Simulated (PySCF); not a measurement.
**Magnetisability: `C[C@@H]1CO[C@H](C(=O)O)O1`, C5H8O4**

Geometry:
| atom | x (Å) | y (Å) | z (Å) |
| --- | --- | --- | --- |
| C1 | -1.739 | -0.431 | -1.001 |
| C2 | -1.182 | -0.415 | 0.416 |
| C3 | -0.734 | 0.988 | 0.876 |
| O4 | 0.532 | 0.773 | 1.474 |
| C5 | 1.067 | -0.347 | 0.834 |
| C6 | 1.817 | 0.082 | -0.447 |
| O7 | 1.318 | 0.628 | -1.392 |
| O8 | 3.111 | -0.214 | -0.370 |
| O9 | 0.005 | -1.202 | 0.530 |
| H10 | -2.644 | 0.169 | -1.044 |
| H11 | -1.004 | -0.029 | -1.692 |
| H12 | -1.973 | -1.452 | -1.290 |
| H13 | -1.910 | -0.849 | 1.113 |
| H14 | -1.384 | 1.429 | 1.632 |
| H15 | -0.643 | 1.663 | 0.018 |
| H16 | 1.772 | -0.851 | 1.505 |
| H17 | 3.582 | 0.071 | -1.172 |

The calculation used GIAO OLYP/def2-SVP magnetisability, rotational g tensor and spin-rotation constants, non-relativistic, gas phase (PySCF 2.14.0). Geometry: GFN2-xTB.

How diamagnetic is it, and how anisotropic?

Isotropic -1198 × 10⁻³⁰ J/T², or -72.1 × 10⁻⁶ cm³/mol; principal values -1234, -1185, -1174 × 10⁻³⁰ J/T², anisotropy 56 × 10⁻³⁰ J/T² (root of half the summed squared differences of the principal values). The susceptibility is in cgs units.

Split it along the inertial axes a, b, c into diamagnetic and paramagnetic parts about the centre of mass, with the quadrupole moment.


```
axis  χ (10⁻⁶ cm³/mol)  diamagnetic (10⁻⁶ cm³/mol)  paramagnetic (10⁻⁶ cm³/mol)  summed x² of all electrons (Å²)  quadrupole Θ (D Å)
   a             -71.7                      -524.8                        453.2                            181.2              +13.44
   b             -73.2                      -968.9                        895.7                             76.5               -7.13
   c             -71.6                     -1093.2                       1021.6                             47.2               -6.31
```
Anisotropies 2χaa − χbb − χcc = +1.4 and 2χbb − χaa − χcc = -3.1 × 10⁻⁶ cm³/mol. Θ is traceless in Buckingham's convention.

And the rotational g tensor?


```
axis  rotational constant (GHz)        g  nuclear part  electronic part
   a                     2.8287  -0.0332        0.5690          -0.6022
   b                     1.3642  -0.0073        0.5667          -0.5740
   c                     1.1973  -0.0076        0.5671          -0.5747
```
Asymmetric top; isotopes 12C, 1H, 16O; no vibrational averaging.
